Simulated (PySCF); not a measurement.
CuHO, SMILES [OH][Cu], multiplicity 1. Atoms are numbered in the order given.

```xyz
3

Cu    -0.0054    -0.4266     0.0000
O      0.1174     1.3359     0.0000
H     -0.7841     1.6851     0.0000
```
Charge 0, spin multiplicity 1.

The structure is a stationary point at r2SCAN-D4/def2-TZVP. The multiplicity is an assumed one; other spin states were not compared.

Level of theory: HF/def2-TZVPD in PySCF.

```json
{
  "total_energy": "-1714.38788 hartree",
  "point_group": "Cs",
  "highest_occupied_level": "-10.39 eV",
  "lowest_empty_level": "-0.06 eV",
  "orbital_gap": "10.34 eV",
  "dipole_moment": "5.53 D",
  "quadrupole, principal values (traceless, Buckingham form, about the centre of nuclear charge)": "-4.68, -0.46, 5.14 D·Å",
  "mean_static_polarisability": "20.7 bohr³ (3.07 Å³)",
  "polarisability_principal_values": "19.6, 20.1, 22.5 bohr³"
}
```
